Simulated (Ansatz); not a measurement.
`C=C[SiH2]Br` + `C=[N][AlH2]` → `C=[N][AlH][SiH2]Br` + ethylene at 298.15 K and 1 bar (formal exchange of groups at the Si–C bond).

Calculated with Ansatz (gas phase, PBE0-D4/def2-TZVP geometries, no zero-point term in ΔE). CCSD(T)/CBS adds triple-zeta CCSD(T) − MP2 to the extrapolated MP2 energy (def2 sets, frozen cores). This one scheme is used for every species. For Br outer-core shells are correlated without core-valence functions, which leaves a few kJ/mol of doubt a bond. Scalar relativity is left out up to krypton. One conformer a species, not always the lowest.

```
             species  CCSD(T)/CBS energy (Eh)  H − E (kJ/mol)  S (J/(mol·K))
       `C=C[SiH2]Br`              -2941.53535           177.4          331.7
       `C=[N][AlH2]`               -337.15304           128.7          278.7
`C=[N][AlH][SiH2]Br`              -3200.20880           170.4          400.0
               `C=C`                -78.48111           144.6          218.9
```

H − E and S are ideal-gas, rigid-rotor, harmonic terms from PBE0-D4/def2-TZVP, for one conformer and one mirror image of each species. 1 Eh = 2625.50 kJ/mol, R = 8.31446 J/(mol·K).

By hand: ΔE, ΔH, ΔS and ΔG.

ΔE = (-3200.20880) + (-78.48111) − (-2941.53535) − (-337.15304) = -0.00152 Eh = -4.0 kJ/mol. Δ(H − E) = 170.4 + 144.6 − 177.4 − 128.7 = 8.9, so ΔH = 4.9 kJ/mol. ΔS = 400.0 + 218.9 − 331.7 − 278.7 = 8.5 J/(mol·K). ΔG = 4.9 − 298.15 × (8.5)/1000 = 2.4 kJ/mol.

By hand: the equilibrium constant, and the temperature at which ΔG would vanish if ΔH and ΔS stayed fixed.

log₁₀ K = −ΔG/(RT ln 10) = -0.4. ΔG = 0 at ΔH/ΔS = 576 K, though so small a ΔH makes that figure unsure.

TΔS isn't small against ΔH here. The sign of ΔG lies within the doubt. A doubt of 5 kJ/mol in ΔE shifts log₁₀ K by 0.9 here. Other conformers and mirror images would add mixing entropy, several J/(mol·K) or more a flexible species. Modes under 60 cm⁻¹, often nearly free rotors, make the harmonic entropy too high. These are equilibria of isolated gas molecules and say nothing of rates. Largest T1 diagnostic: 0.015 (customary marks: 0.02 for closed shells, 0.045 for open ones).
